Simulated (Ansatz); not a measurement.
Geometry optimisation, RKS r2SCAN-D4/6-31G* in Ansatz.

input.yaml

```yaml
crystal:
  periodic: [false, false, false]
  atoms:
    - { symbol: Si, position_ang: [-0.685746, -0.761338, -0.052371] }
    - { symbol: Si, position_ang: [0.511638, 1.069791, 0.466758] }
    - { symbol: O, position_ang: [0.092122, -1.305634, -1.409461] }
    - { symbol: H, position_ang: [0.919902, -0.804406, -1.485176] }
    - { symbol: Cl, position_ang: [-2.65272, -0.394007, -0.525616] }
    - { symbol: Cl, position_ang: [-0.665006, -2.208847, 1.415688] }
    - { symbol: H, position_ang: [0.35685, 2.046701, -0.649575] }
    - { symbol: H, position_ang: [1.942389, 0.638479, 0.474878] }
    - { symbol: H, position_ang: [0.180672, 1.719262, 1.764875] }
basis:
  gaussian: { orbitals: "6-31G*" }
hamiltonian:
  xc: r2scan
  dispersion: d4
relax:
  f_tol: 0.03
  max_steps: 50
output:
  orbitals: {}
```

Launched with:

```bash
$ ansatz run input.yaml --threads 2 --pin off --max-ram 3072MiB --backend cpu --events-out ev --progress --plain --runs-dir out
```

Question: Where does it end, and by what steps?

Answer: It converged. The force dipped under the threshold on the way, but the program's further checks kept it going. After 27 steps the energy has fallen by 0.280 eV; H4 moved furthest, 1.60 Å.

```tsv
step	energy less start (eV)	largest force component (eV/Å)	accepted
0	0.0000	1.077	yes
1	-0.0983	0.471	yes
2	-0.1253	0.437	yes
3	-0.1456	0.393	yes
4	-0.1814	0.402	yes
5	-0.1951	0.206	yes
6	-0.1959	0.198	yes
7	-0.1964	0.208	yes
8	-0.1101	2.283	no
9	-0.2011	0.103	yes
10	-0.2018	0.470	yes
11	-0.2084	0.060	yes
12	-0.2094	0.147	yes
13	-0.1929	0.967	no
14	-0.2113	0.087	yes
15	-0.2078	0.596	no
16	-0.2126	0.077	yes
17	-0.2140	0.159	yes
18	-0.2147	0.413	yes
19	-0.2279	0.195	yes
20	-0.2490	0.267	yes
21	-0.2473	0.402	no
22	-0.2620	0.193	yes
23	-0.2697	0.167	yes
24	-0.2792	0.021	yes
25	-0.2782	0.315	no
26	-0.2792	0.182	yes
27	-0.2798	0.007	yes
```

```xyz
9
Properties=species:S:1:pos:R:3
Si -0.445 -0.675 -0.129
Si 0.586 1.289 0.561
O 0.281 -1.184 -1.516
H -0.041 -2.004 -1.921
Cl -2.471 -0.379 -0.455
Cl -0.300 -2.143 1.327
H 0.422 2.329 -0.490
H 2.031 1.028 0.802
H -0.062 1.738 1.822
```

Time of the run: 2.2 min on 2 threads of Arm Neoverse V1 (shared host), peak memory 0.17 GiB.
